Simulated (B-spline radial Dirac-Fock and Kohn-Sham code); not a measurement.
# Relativistic shifts of the levels of F⁺

System: fluorine as F⁺, [He] 2s2 2p4.

Both columns are ΔSCF binding energies of the configuration average from a radial atomic solver: non-relativistic Hartree-Fock with a point nucleus, and Dirac-Fock with a finite nucleus and the Coulomb interaction alone, averaged over the two j levels with weights 2j+1.

```csv
shell,Hartree-Fock (eV),Dirac-Fock (eV),shift (eV),shift (%)
1s,722.1,722.9,+0.75,+0.10
2s,57.86,57.96,+0.09,+0.16
2p,36.56,36.55,-0.01,-0.04
```

Relativity binds 1s, 2s more strongly, among those listed most of all 2s in relative terms, and 2p more weakly.

Values without a named source are computed, but for edge energies of neutral atoms, which are taken from tables.
